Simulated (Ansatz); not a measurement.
C3H5FSi can be A, `CC1=C[SiH]1F`, or B, `F/C=C1/C[SiH2]1`.

Calculated with Ansatz (gas phase, PBE0-D4/def2-TZVP geometries, no zero-point term in ΔE). CBS: MP2 limit from def2 TZ/QZ plus the TZ coupled-cluster correction, frozen cores. DFT in def2-TZVPP. B3LYP here is the variant with VWN-RPA as its local correlation; programs differ in this.

(1) Which isomer does CCSD(T)/CBS put lower? Give the gap. (An estimate is asked.)

(2) Give E(B) − E(A) in kJ/mol with B2PLYP, B3LYP, B3LYP-D4, PBE0-D4, ωB97M-V, CCSD/def2-TZVPP, HF/def2-TZVPP. (Best estimate.)

Largest T1 diagnostic: 0.013.

Answers

(1) Computed: A, by 240.3 kJ/mol.

(2) The calculation gave: B2PLYP 234.2, B3LYP 224.6, B3LYP-D4 224.6, PBE0-D4 222.2, ωB97M-V 231.9, CCSD/def2-TZVPP 238.0, HF/def2-TZVPP 252.4. None reverses the order clearly.

In def2-TZVPP, CCSD(T) changes the Hartree–Fock value by −18.4 kJ/mol (the triples alone add −4.0 kJ/mol) and MP2 by −5.9 kJ/mol. From PBE to PBE0 (25 % exact exchange), in def2-TZVPP and without D4, E(B) − E(A) moves by +13.3 kJ/mol.
